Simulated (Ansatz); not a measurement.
Molecule: SbCl$_{3}$, charge 0, multiplicity 1. 
Structure (B3LYP-D3(BJ)/def2-TZVP (Ansatz, an electronic-structure program) minimum search):
SMILES: [Cl][Sb]([Cl])[Cl]
```xyz
4

Sb    -0.0031     0.0017     0.5803
Cl    -1.7985    -0.9884    -0.5870
Cl     0.0495     2.0519    -0.5860
Cl     1.7584    -1.0686    -0.5677
```

Total electronic energies in hartree. Valence correlation only, unless marked. Spin-orbit coupling is left out. The frozen core is the preceding noble-gas configuration, with the filled d and f shells of earlier blocks. In def2 rows, elements after Kr have scalar-relativistic effective core potentials. CBS marks a two-point X^-3 extrapolation of the correlation energy; Hartree-Fock from the larger set.

```json
[
 {"level": "HF/def2-QZVPP", "program": "Ansatz", "energy (Eh)": "-1617.96547"},
 {"level": "SVWN5/def2-TZVPD", "program": "Ansatz", "energy (Eh)": "-1616.23974"},
 {"level": "r2SCAN-D4/def2-TZVPD", "program": "Ansatz + dftd4", "energy (Eh)": "-1621.03534"},
 {"level": "B3LYP/def2-TZVPD", "program": "Ansatz", "energy (Eh)": "-1621.15144"},
 {"level": "PBE0-D3(BJ)/def2-TZVP", "program": "Ansatz + dftd3", "energy (Eh)": "-1620.58447"},
 {"level": "PBE0/def2-TZVP", "program": "Ansatz", "energy (Eh)": "-1620.57861"},
 {"level": "wB97M-V/def2-TZVPD", "program": "Ansatz", "energy (Eh)": "-1620.92437"},
 {"level": "RPA@PBE/def2-QZVPP", "program": "Ansatz", "energy (Eh)": "-1619.15377"},
 {"level": "CCSD(T)/CBS(def2-TZVPPD,def2-QZVPPD)", "program": "Ansatz", "energy (Eh)": "-1618.8501"}
]
```

Totals of different functionals don't rank their quality; only differences between species are comparable.
